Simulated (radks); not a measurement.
Question: The palladium ion Pd10+, configuration [Kr]. Calculated with a radial shooting solver on a logarithmic mesh with Libxc functionals: scalar-relativistic Kohn-Sham, PBEsol, spin-polarised, spherical densities, finite nucleus; Fermi nuclear charge, rms radius 4.5318 fm. Some entries of the table are withheld. Estimate them.

| orbital | occ. | eigenvalue (hartree) | <1/r> (bohr^-1) |
|---|---|---|---|
| 1s | 2 | -894.9401 | 48.21 |
| 2s | 2 | (1) | (2) |
| 2p | 6 | (3) | 10.58 |
| 3s | 2 | -30.61939 | (4) |
| 3p | 6 | -26.22134 | (5) |
| 3d | 10 | (6) | 3.438 |
| 4s | 2 | -9.78793 | 1.567 |
| 4p | 6 | -8.40612 | 1.456 |

Answer: 
(1) 2s eigenvalue (hartree): -137.0650
(2) 2s <1/r> (bohr^-1): 10.94
(3) 2p eigenvalue (hartree): -123.6846
(4) 3s <1/r> (bohr^-1): 3.837
(5) 3p <1/r> (bohr^-1): 3.658
(6) 3d eigenvalue (hartree): -19.25612
